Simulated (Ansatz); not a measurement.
Start from `[SiH3]C[SiH2]C=S` and change one atom or group to get `S=C[SiH2]S`.

Ansatz, PBE0-D4/def2-TZVP geometries, multiplicity 1. Each molecule was computed in one conformer, which needn't be the lowest.

```tsv
property	`[SiH3]C[SiH2]C=S`
LUMO energy (ωB97M-V/def2-TZVPP) / eV	-0.59
HOMO–LUMO gap (PBE/def2-TZVPP) / eV	1.60
size of the dipole moment (PBE/def2-TZVPP) / D	1.41
size of the dipole moment (B3LYP/def2-TZVPP) / D	1.45
HOMO energy (B3LYP/def2-TZVPP) / eV	-6.26
LUMO energy (PBE/def2-TZVPP) / eV	-3.69
```

Question: What does the change do to each property? (An estimate is asked.)

Answer: Ansatz gave: 
| property | `S=C[SiH2]S` | shift |
| --- | --- | --- |
| LUMO energy (ωB97M-V/def2-TZVPP) / eV | -0.80 | -0.21 |
| HOMO–LUMO gap (PBE/def2-TZVPP) / eV | 1.51 | -0.09 |
| size of the dipole moment (PBE/def2-TZVPP) / D | 0.58 | -0.83 |
| size of the dipole moment (B3LYP/def2-TZVPP) / D | 0.58 | -0.87 |
| HOMO energy (B3LYP/def2-TZVPP) / eV | -6.34 | -0.08 |
| LUMO energy (PBE/def2-TZVPP) / eV | -3.85 | -0.16 |

With PBE0 the HOMO falls by 0.08 eV and the LUMO falls by 0.20 eV, so the gap narrows by about 0.12 eV. PBE moves the HOMO by -0.06 eV and ωB97M-V by -0.09 eV. The zero-point energy changes by -110.9 kJ/mol with -15 modes. Dipoles are sizes alone; their direction can turn.

B3LYP here is the variant with VWN-RPA as its local correlation; programs differ in this.
